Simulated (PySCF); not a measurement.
Record of a relaxation.

Species: CH₅FN₂Si.
Atom-mapped SMILES: `[CH2:1]=[N:2][NH:3][SiH2:4][F:5]` (hydrogens: H6, H7 on C1; H8 on N3; H9, H10 on Si4)

Method: PBE0-D3(BJ)/def2-SVP geometry optimisation, gas phase in PySCF 2.14.0; density fitting, grid level 1; the optimiser is geomeTRIC in internal coordinates, started from a GFN2-xTB structure with every atom displaced at random (about 0.01 Å). The frame can shift and turn from step to step; on so coarse a grid that alone can change the energy by a few meV, and forces under 0.02 eV/Å are noise.

Step 0: E = -14675.1125 eV, largest atomic force 2.281 eV/Å
```
atom  x, y, z in Å  |  force x, y, z in eV/Å
C1      1.852    0.064    0.025   -1.726   0.368  -0.972
N2      1.081    0.281   -0.979    0.368  -0.141   0.127
N3     -0.269    0.195   -0.884    2.275   0.096   0.127
Si4    -1.235   -0.175    0.470   -2.020   0.054  -0.387
F5     -2.714   -0.092   -0.236    0.231  -0.025   0.228
H6      1.467   -0.155    1.016   -0.046  -0.247   0.720
H7      2.902    0.173   -0.135    0.967   0.017  -0.042
H8     -0.666    0.389   -1.776   -0.715   0.126  -0.646
H9     -1.121   -1.542    0.958    0.363  -0.508   0.363
H10    -1.246    0.841    1.520    0.303   0.260   0.482
```

Step 1: E = -14675.2585 eV, largest atomic force 0.579 eV/Å
```
atom  x, y, z in Å  |  force x, y, z in eV/Å
C1      1.774    0.288    0.128    0.484  -0.146   0.283
N2      1.125    0.301   -0.964   -0.242   0.095  -0.230
N3     -0.199    0.073   -0.957   -0.309   0.158  -0.229
Si4    -1.278   -0.285    0.369    0.330  -0.081   0.183
F5     -2.745   -0.287   -0.314   -0.023  -0.005  -0.043
H6      1.340    0.089    1.127   -0.009   0.027  -0.107
H7      2.858    0.456    0.067   -0.176   0.011   0.079
H8     -0.625    0.222   -1.870    0.152  -0.085   0.064
H9     -0.976   -1.623    0.944   -0.107  -0.043   0.015
H10    -1.215    0.738    1.447   -0.100   0.069  -0.015
```

Step 2: E = -14675.2738 eV, largest atomic force 0.215 eV/Å
```
atom  x, y, z in Å  |  force x, y, z in eV/Å
C1      1.781    0.258    0.123   -0.210  -0.041  -0.021
N2      1.117    0.356   -0.961    0.083   0.087  -0.135
N3     -0.203    0.105   -0.966    0.061   0.028   0.110
Si4    -1.256   -0.268    0.378    0.023  -0.067   0.059
F5     -2.716   -0.338   -0.318   -0.080  -0.013  -0.049
H6      1.324   -0.044    1.082    0.088   0.018   0.088
H7      2.852    0.483    0.105   -0.040  -0.033  -0.024
H8     -0.621    0.221   -1.885    0.053   0.001   0.011
H9     -0.949   -1.589    0.992   -0.013   0.003   0.001
H10    -1.270    0.790    1.426    0.036   0.017  -0.040
```

Step 3: E = -14675.2746 eV, largest atomic force 0.217 eV/Å
```
atom  x, y, z in Å  |  force x, y, z in eV/Å
C1      1.787    0.255    0.124    0.088   0.085  -0.086
N2      1.117    0.376   -0.954    0.029  -0.122   0.177
N3     -0.201    0.117   -0.951   -0.032   0.043  -0.005
Si4    -1.270   -0.272    0.378   -0.013  -0.014  -0.005
F5     -2.717   -0.356   -0.347   -0.024  -0.005  -0.018
H6      1.377   -0.047    1.105   -0.104  -0.027  -0.041
H7      2.857    0.470    0.078    0.062   0.024   0.017
H8     -0.608    0.227   -1.873   -0.059   0.007  -0.015
H9     -0.972   -1.590    1.003    0.013   0.013  -0.009
H10    -1.310    0.796    1.414    0.040  -0.003  -0.015
```

Step 4: E = -14675.2772 eV, largest atomic force 0.063 eV/Å
```
atom  x, y, z in Å  |  force x, y, z in eV/Å
C1      1.782    0.256    0.127    0.002   0.032   0.004
N2      1.118    0.371   -0.955    0.014  -0.060   0.010
N3     -0.201    0.115   -0.957   -0.006   0.037  -0.002
Si4    -1.264   -0.273    0.376   -0.014  -0.009  -0.006
F5     -2.717   -0.353   -0.340    0.000  -0.004  -0.003
H6      1.345   -0.044    1.097   -0.003  -0.014  -0.001
H7      2.854    0.467    0.096    0.007   0.012   0.006
H8     -0.611    0.228   -1.878   -0.009   0.004  -0.002
H9     -0.961   -1.591    0.997   -0.003   0.003  -0.004
H10    -1.287    0.796    1.411    0.013   0.000  -0.002
```

Step 5: E = -14675.2774 eV, largest atomic force 0.042 eV/Å
```
atom  x, y, z in Å  |  force x, y, z in eV/Å
C1      1.780    0.257    0.133    0.014  -0.004   0.006
N2      1.122    0.360   -0.953   -0.021   0.036   0.000
N3     -0.199    0.111   -0.960    0.005  -0.006   0.003
Si4    -1.265   -0.274    0.371   -0.002  -0.005  -0.004
F5     -2.720   -0.343   -0.342    0.004   0.000  -0.001
H6      1.341   -0.042    1.103   -0.009   0.011  -0.002
H7      2.850    0.479    0.107    0.002  -0.021   0.001
H8     -0.608    0.228   -1.881    0.013  -0.009  -0.001
H9     -0.968   -1.595    0.989   -0.005  -0.002  -0.001
H10    -1.275    0.793    1.409   -0.001   0.001   0.000
```

Step 6: E = -14675.2777 eV, largest atomic force under 0.02 eV/Å
```
atom  x, y, z in Å  |  force x, y, z in eV/Å
C1      1.780    0.259    0.137   -0.007  -0.012   0.003
N2      1.124    0.360   -0.951   -0.002   0.004  -0.006
N3     -0.197    0.113   -0.960    0.004   0.014   0.005
Si4    -1.266   -0.275    0.368    0.000   0.001  -0.002
F5     -2.719   -0.343   -0.349    0.004   0.002  -0.002
H6      1.335   -0.031    1.107    0.002   0.001   0.003
H7      2.853    0.468    0.112   -0.004   0.001   0.003
H8     -0.603    0.230   -1.882    0.008  -0.009  -0.002
H9     -0.972   -1.597    0.984   -0.002  -0.002  -0.002
H10    -1.277    0.790    1.408   -0.005  -0.001   0.001
```

**Question.** Summarise the path.

**Answer.** The energy falls by 3.81 kcal/mol from step 0 to step 6; nine tenths of that is first reached at step 2. It falls at every step. The largest force goes from 2.281 to under 0.02 eV/Å. Among the bonds N3–Si4 changes most, from 1.704 to 1.748 Å; the atoms move by 0.076 Å rms after alignment.

**Question.** Follow the three bonds and two angles with the largest change from start to end.

**Answer.** 
```tsv
step	E above end (kcal/mol)	largest force (eV/Å)	N3–Si4 (Å)	Si4–H9 (Å)	Si4–H10 (Å)	H9–Si4–H10 (°)	F5–Si4–H10 (°)
0	3.81	2.281	1.704	1.456	1.461	114.3	105.5
1	0.44	0.579	1.747	1.487	1.487	109.3	110.2
2	0.09	0.215	1.748	1.489	1.489	110.0	109.0
3	0.07	0.217	1.749	1.489	1.489	110.4	108.9
4	0.01	0.063	1.748	1.488	1.488	110.4	109.2
5	0.01	0.042	1.748	1.488	1.488	110.3	109.4
6	0.00	under 0.02	1.748	1.488	1.488	110.4	109.4
```

The cost below is that of the whole optimisation. Time: 33 s wall; peak memory 0.41 GiB. Hardware: Arm Neoverse N1, one thread, shared host with 64 logical CPUs at a one-minute load of 34.
